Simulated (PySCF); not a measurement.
Excitations are Tamm–Dancoff values on a coarser integration grid. The basis has no diffuse functions, so Rydberg states are missing or too high.

Z-matrix (Å, degrees):
```
In
H 1 1.7104
S 1 2.4048 2 121.76
H 3 1.3437 1 94.44 2 179.90
S 1 2.4048 2 121.76 3 -180.00
H 5 1.3437 1 94.44 2 179.90
```
Charge 0, spin multiplicity 1.

What is the computed brightest of the four lowest singlets (TDA), dipole moment and HOMO (ωB97X-D3(BJ)/def2-TZVP // B3LYP-D3(BJ)/def2-TZVP run with PySCF 2.14.0)?


| Property | Result |
|---|---|
| brightest of the four lowest singlets (TDA) | 5.87 eV |
| dipole moment | 0.20 D |
| HOMO | -9.81 eV |
